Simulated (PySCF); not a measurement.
C2H8GeSe, SMILES CC[Se][GeH3]. Heavy atoms are numbered as in [Se:1]([CH2:2][CH3:3])[GeH3:9]. Hydrogens are named by the atom that carries them.

Geometry: PBE0-D3(BJ)/def2-SVP. The structure was generated by enumeration, and PubChem lists no compound with its InChIKey, so it may never have been made. One conformer was computed; it need not be the lowest.

All values below come from PBE0/pcSseg-1 (PySCF).

GIAO shieldings, no solvent; atoms alike by connectivity are averaged. δ = σ(ref) − σ: ⁷⁷Se against Me2Se (σ = 1740.1 ppm); ¹³C against TMS (σ = 186.3 ppm); ¹H against TMS (σ = 31.56 ppm); ⁷³Ge against GeH4 (σ = 1658.3 ppm), references at their B3LYP-D3(BJ)/def2-TZVP geometries, non-relativistic.

```
nucleus       atoms  count  δ (ppm)
-------  ----------  -----  -------
⁷⁷Se            Se1      1   -186.9
¹³C        C2 (CH2)      1     29.0
¹³C        C3 (CH3)      1     21.9
¹H         H on Ge9      3     4.92
¹H          H on C2      2     2.61
¹H          H on C3      3     1.62
⁷³Ge     Ge9 (GeH3)      1    153.2
```
